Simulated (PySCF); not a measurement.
Constitutional and geometric isomers with formula CH6Si2. Isolated molecules, 0 K electronic values unless said otherwise. Strings in code marks are SMILES.

All values below come from PBE-D3(BJ)/def2-TZVP (PySCF). Delta-SCF ions had no search for a lower state. Excitations are Tamm–Dancoff values on a coarser integration grid. The basis has no diffuse functions, so Rydberg states are missing or too high.

```
species           vertical ionisation energy (Delta-SCF) (eV)  HOMO (eV)  S1–T1 gap (TDA) (eV)  T1 excitation (TDA) (eV)  brightest of the four lowest singlets (TDA) (eV)  S1 oscillator strength
----------------  -------------------------------------------  ---------  --------------------  ------------------------  ------------------------------------------------  ----------------------
`C[SiH]=[SiH2]`                                          7.74      -5.04                  2.62                      1.64                                              4.39                   0.184
`C=[SiH][SiH3]`                                          8.57      -5.66                  2.44                      2.44                                              5.19                   0.003
`[SiH2]=C[SiH3]`                                         8.74      -5.90                  2.36                      2.61                                              4.97                   0.345
```
